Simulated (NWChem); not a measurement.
# CH5FOSi; SMILES OC[SiH2]F

Computed with NWChem. B3LYP is NWChem's, with the RPA form of VWN correlation. Each level has its own optimisation; frequencies are unscaled. One conformer.

| level | r C–O (Å) | r H–O (Å) | r C–Si (Å) | r F–Si (Å) | highest harmonic frequency (cm⁻¹) | lowest (cm⁻¹) | zero-point energy (kcal/mol) | dipole (D) |
|---|---|---|---|---|---|---|---|---|
| PBE/def2-SVP | 1.424 | 0.975 | 1.897 | 1.642 | 3697 | 101 | 37.5 | 2.23 |
| B3LYP/3-21G | 1.482 | 0.997 | 1.906 | 1.656 | 3453 | 103 | 38.4 | 2.84 |
| Hartree-Fock/STO-3G | 1.444 | 0.992 | 1.884 | 1.621 | 4215 | 73 | 46.8 | 2.21 |
| PBE0/def2-SVP | 1.410 | 0.963 | 1.884 | 1.627 | 3881 | 102 | 38.9 | 2.46 |
